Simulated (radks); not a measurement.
Values are calculated unless marked as measured or tabulated.
Charge is removed step by step from the 4s1/2 level of Ir, starting from [Xe] 4f14 5d7 6s2. Level of theory: Dirac Kohn-Sham, PBE, spin-unpolarised, spherical densities, finite nucleus; open shells fill j = l - 1/2 first; Fermi nuclear charge, rms radius 5.4032 fm (a radial shooting solver on a logarithmic mesh with Libxc functionals).

removed (e)  E - E(0) (eV)  eigenvalue (eV)  E minus straight line (eV)
0                    0.000          -662.34                       0.000
0.1                 66.358          -664.84                      -1.171
0.2                 132.97          -667.37                      -2.091
0.3                 199.83          -669.94                      -2.755
0.4                 266.96          -672.54                      -3.161
0.5                 334.34          -675.17                      -3.305
0.6                 401.99          -677.83                      -3.185
0.7                 469.91          -680.52                      -2.797
0.8                 538.10          -683.24                      -2.139
0.9                 606.56          -685.98                      -1.207
1                   675.30          -688.76                       0.000

Removing the whole electron costs 675.30 eV by Delta-SCF, against 662.34 eV from minus the eigenvalue at the starting occupation. Slater's transition state (half an electron removed) gives 675.17 eV. Integrating minus the eigenvalue over the occupation (Janak's theorem) gives 675.30 eV. The mean slope of the eigenvalue, de/dn, is 26.4 eV per electron.
